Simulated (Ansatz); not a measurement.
HF₄OW (SMILES [OH][W+]([F])([F])([F])[F]), charge +1, singlet, geometry from GFN2-xTB (such geometries of metal compounds can be far from the true shape) (the multiplicity is a formal guess) (core potentials on W); CAM-B3LYP/def2-SV(P) run with Ansatz (an electronic-structure program).

Input for Ansatz:
Ansatz 0.2 input:
```yaml
crystal:
  periodic: [false, false, false]
  atoms:
    - {symbol: W, position_ang: [0.00517043, 0.01064127, 0.00015456]}
    - {symbol: F, position_ang: [1.57163266, -0.84182049, -0.33845170]}
    - {symbol: F, position_ang: [-0.58071913, 0.17421454, 1.71045465]}
    - {symbol: F, position_ang: [-1.08889765, 0.46594466, -1.37493200]}
    - {symbol: F, position_ang: [-0.77847316, -1.60217707, -0.02327098]}
    - {symbol: O, position_ang: [0.78657628, 1.61885412, 0.02351321]}
    - {symbol: H, position_ang: [1.21289358, 2.49625856, 0.03625716]}
basis:
  gaussian:
    orbitals: def2-SV_P_.json
hamiltonian:
  xc: cam_b3lyp
total_charge: 1
magnetization: {spin_polarized: true}
```
The basis file holds def2-SV(P) in the JSON format of the Basis Set Exchange.

The log (banner, timings and long lists left out):

```
Functional definition: CAM-B3LYP
1001 factors; integrals over basis functions are off by at most 4.6e-4 eV
270 factors; integrals over basis functions are off by at most 3.4e-5 eV
mean field evaluation 1: about -14714.7995 eV, gradient 7.9e1 eV
mean field evaluation 2: about -14620.4331 eV, gradient 1.8e2 eV
mean field evaluation 4: about -14736.0966 eV, gradient 1.4e1 eV
mean field evaluation 8: about -14736.8351 eV, gradient 5.7e-1 eV
mean field evaluation 16: about -14736.8364 eV, gradient 4.0e-4 eV
mean field -14736.83642403 eV, -541.5687495966 hartree, gradient 1.2e-5 eV, S^2 0.000000; 0 other end points of the search recorded, 0 dependent functions left out
reference -14736.83657235 eV, -541.5687550472 hartree; 29, 29 occupied and 68, 68 virtual orbitals, 1001 factors
Total energy: -14736.83657235 eV, -541.5687550472 hartree
```
